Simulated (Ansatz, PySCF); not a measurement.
Al(H)(Cl)(OEt) (C₂H₆AlClO), SMILES C(C)[O][AlH][Cl]. Atoms are numbered in the order given.

```xyz
11

Al    -0.8904     0.3036    -0.1634
H     -2.3565     0.8379    -0.0617
Cl     0.5566     1.3099    -1.3106
O     -0.4429    -1.0988     0.6610
C      0.6973    -1.9151     0.7745
C      1.0740    -2.5472    -0.5579
H      1.5502    -1.3271     1.1630
H      0.4829    -2.7011     1.5195
H      1.3337    -1.7702    -1.2956
H      1.9431    -3.2149    -0.4451
H      0.2328    -3.1389    -0.9530
```
Charge 0, spin multiplicity 1.

Geometry optimised at ωB97X-D3(BJ)/def2-SVP. The structure was generated by enumeration; whether it is a known compound was not checked. Other conformers were not sampled.

Two levels are set side by side: PBE-D3(BJ)/def2-SVP (Ansatz, an electronic-structure program) and ωB97X-D3(BJ)/def2-SVP (PySCF). Each level has its own optimised geometry; the coordinates shown are those of the second. Frequencies come from the Hessian of PySCF at each geometry. Differences are taken from unrounded values.

| quantity | ωB97X-D3(BJ) |
|---|---|
| mean bond length (Å) | 1.380 |
| bond Al1–Cl3 (Å) | 2.103 |
| bond Al1–O4 (Å) | 1.687 |
| bond O4–C5 (Å) | 1.407 |
| bond C5–C6 (Å) | 1.522 |
| bond Al1–H2 (Å) | 1.564 |
| bond C5–H7 (Å) | 1.106 |
| bond C5–H8 (Å) | 1.104 |
| bond C6–H9 (Å) | 1.102 |
| bond C6–H10 (Å) | 1.102 |
| bond C6–H11 (Å) | 1.102 |
| highest harmonic wavenumber (cm⁻¹) | 3163 |
| mean harmonic wavenumber (cm⁻¹) | 1302 |
| zero-point energy (kcal/mol) | 50.27 |

Q: What does PBE-D3(BJ) give, and how far is it from ωB97X-D3(BJ)? (An estimate is asked for; the answer gives what the named calculation found.)

A: 
| quantity | PBE-D3(BJ) | PBE-D3(BJ) minus ωB97X-D3(BJ) |
|---|---|---|
| mean bond length (Å) | 1.390 | 0.010 |
| bond Al1–Cl3 (Å) | 2.120 | 0.017 |
| bond Al1–O4 (Å) | 1.704 | 0.017 |
| bond O4–C5 (Å) | 1.413 | 0.006 |
| bond C5–C6 (Å) | 1.524 | 0.002 |
| bond Al1–H2 (Å) | 1.577 | 0.013 |
| bond C5–H7 (Å) | 1.115 | 0.009 |
| bond C5–H8 (Å) | 1.113 | 0.009 |
| bond C6–H9 (Å) | 1.110 | 0.008 |
| bond C6–H10 (Å) | 1.109 | 0.008 |
| bond C6–H11 (Å) | 1.109 | 0.007 |
| highest harmonic wavenumber (cm⁻¹) | 3065 | -98 |
| mean harmonic wavenumber (cm⁻¹) | 1250 | -52 |
| zero-point energy (kcal/mol) | 48.25 | -2.03 |

GGA bonds tend to be longer and softer than those of functionals with exact exchange. Differences between two approximate levels are no errors against the true value.
